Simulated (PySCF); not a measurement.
Geometry:
| atom | x (Å) | y (Å) | z (Å) |
| --- | --- | --- | --- |
| B1 | -1.312 | 0.786 | 0.000 |
| C2 | -0.413 | -0.494 | -0.088 |
| C3 | 1.027 | -0.320 | -0.158 |
| C4 | 2.225 | -0.154 | -0.211 |
| H5 | -0.856 | 1.901 | -0.074 |
| H6 | -2.505 | 0.633 | 0.126 |
| H7 | -0.693 | -1.166 | 0.747 |
| H8 | -0.785 | -1.042 | -0.979 |
| H9 | 3.288 | -0.009 | -0.259 |

Geometry: PBE0-D3(BJ)/def2-SVP; GIAO absolute shieldings from PySCF 2.14.0 with density-fitted response routines, gas phase, non-relativistic, averaged over equivalent atoms.

At PBE0/pcSseg-1 (93 basis functions, 3.7 s wall time on 1 thread of an Arm Neoverse V2, shared host):
```json
{"atoms": "B1", "σ (ppm)": "9.6"}
{"atoms": "C3", "σ (ppm)": "98.1"}
{"atoms": "C4", "σ (ppm)": "111.7"}
{"atoms": "C2", "σ (ppm)": "160.8"}
{"atoms": "H5/H6", "σ (ppm)": "23.58"}
{"atoms": "H7/H8", "σ (ppm)": "28.65"}
{"atoms": "H9", "σ (ppm)": "29.40"}
```

Estimate the result of repeating the calculation with wB97X-D/pcSseg-2.

Answers


| atoms | σ at wB97X-D/pcSseg-2 | change |
| --- | --- | --- |
| B1 | 12.1 | +2.5 |
| C3 | 94.7 | -3.4 |
| C4 | 110.3 | -1.4 |
| C2 | 162.3 | +1.5 |
| H5/H6 | 23.99 | +0.41 |
| H7/H8 | 28.84 | +0.19 |
| H9 | 29.61 | +0.21 |

The largest change is at C3 (alkyne carbon). Cost: 214 basis functions, 18 s wall time on 1 thread of an Arm Neoverse V2, shared host. The order of the carbon signals is the same at both levels.

A carbon bonded to boron is broadened by the quadrupolar boron nucleus and is often missing from a measured spectrum.
